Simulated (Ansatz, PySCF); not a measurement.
C4H8BN, SMILES C1CB(CC=1)N. Atoms are numbered in the order given.

```xyz
14

N      2.1845    -0.0003     0.0000
B      0.7897    -0.0011     0.0000
C     -0.1489    -0.0013    -1.2941
C     -1.5291     0.0014    -0.6714
C     -1.5291     0.0014     0.6714
C     -0.1489    -0.0013     1.2941
H      2.7407     0.0001     0.8469
H      2.7407     0.0001    -0.8469
H      0.0158     0.8765    -1.9493
H      0.0133    -0.8817    -1.9464
H     -2.4459     0.0029    -1.2708
H     -2.4459     0.0029     1.2708
H      0.0158     0.8765     1.9493
H      0.0133    -0.8817     1.9464
```

Geometry optimised at B3LYP-D3(BJ)/def2-SVP. This is a generated structure with no PubChem entry under its InChIKey; it may be hypothetical. Other conformers were not sampled.

Two levels are set side by side: PBE-D3(BJ)/def2-SVP (Ansatz, a program for electronic structure) and B3LYP-D3(BJ)/def2-SVP (Ansatz). Each level has its own optimised geometry; the coordinates shown are those of the second. Frequencies come from the Hessian of PySCF at each geometry. Differences are taken from unrounded values.

```json
[
 {"quantity": "mean bond length (Å)", "B3LYP-D3(BJ)": "1.258"},
 {"quantity": "bond N1–B2 (Å)", "B3LYP-D3(BJ)": "1.395"},
 {"quantity": "bond B2–C3 (Å)", "B3LYP-D3(BJ)": "1.599"},
 {"quantity": "bond B2–C6 (Å)", "B3LYP-D3(BJ)": "1.599"},
 {"quantity": "bond C3–C4 (Å)", "B3LYP-D3(BJ)": "1.514"},
 {"quantity": "bond C4–C5 (Å)", "B3LYP-D3(BJ)": "1.343"},
 {"quantity": "bond C5–C6 (Å)", "B3LYP-D3(BJ)": "1.514"},
 {"quantity": "bond N1–H7 (Å)", "B3LYP-D3(BJ)": "1.013"},
 {"quantity": "bond N1–H8 (Å)", "B3LYP-D3(BJ)": "1.013"},
 {"quantity": "bond C3–H9 (Å)", "B3LYP-D3(BJ)": "1.108"},
 {"quantity": "bond C3–H10 (Å)", "B3LYP-D3(BJ)": "1.108"},
 {"quantity": "bond C4–H11 (Å)", "B3LYP-D3(BJ)": "1.095"},
 {"quantity": "bond C5–H12 (Å)", "B3LYP-D3(BJ)": "1.095"},
 {"quantity": "bond C6–H13 (Å)", "B3LYP-D3(BJ)": "1.108"},
 {"quantity": "bond C6–H14 (Å)", "B3LYP-D3(BJ)": "1.108"},
 {"quantity": "highest harmonic wavenumber (cm⁻¹)", "B3LYP-D3(BJ)": "3679"},
 {"quantity": "mean harmonic wavenumber (cm⁻¹)", "B3LYP-D3(BJ)": "1440"},
 {"quantity": "zero-point energy (kcal/mol)", "B3LYP-D3(BJ)": "74.09"}
]
```

What does PBE-D3(BJ) give, and how far is it from B3LYP-D3(BJ)? (The exact figures need the calculation; the answer reports its results.)


| quantity | PBE-D3(BJ) | PBE-D3(BJ) minus B3LYP-D3(BJ) |
|---|---|---|
| mean bond length (Å) | 1.264 | 0.006 |
| bond N1–B2 (Å) | 1.401 | 0.006 |
| bond B2–C3 (Å) | 1.602 | 0.003 |
| bond B2–C6 (Å) | 1.602 | 0.003 |
| bond C3–C4 (Å) | 1.514 | 0.000 |
| bond C4–C5 (Å) | 1.352 | 0.009 |
| bond C5–C6 (Å) | 1.514 | 0.000 |
| bond N1–H7 (Å) | 1.020 | 0.007 |
| bond N1–H8 (Å) | 1.020 | 0.007 |
| bond C3–H9 (Å) | 1.116 | 0.008 |
| bond C3–H10 (Å) | 1.116 | 0.008 |
| bond C4–H11 (Å) | 1.103 | 0.008 |
| bond C5–H12 (Å) | 1.103 | 0.008 |
| bond C6–H13 (Å) | 1.116 | 0.008 |
| bond C6–H14 (Å) | 1.116 | 0.008 |
| highest harmonic wavenumber (cm⁻¹) | 3606 | -74 |
| mean harmonic wavenumber (cm⁻¹) | 1403 | -37 |
| zero-point energy (kcal/mol) | 72.18 | -1.91 |

Exact exchange shortens and stiffens bonds; PBE has none. Differences between two approximate levels are no errors against the true value.
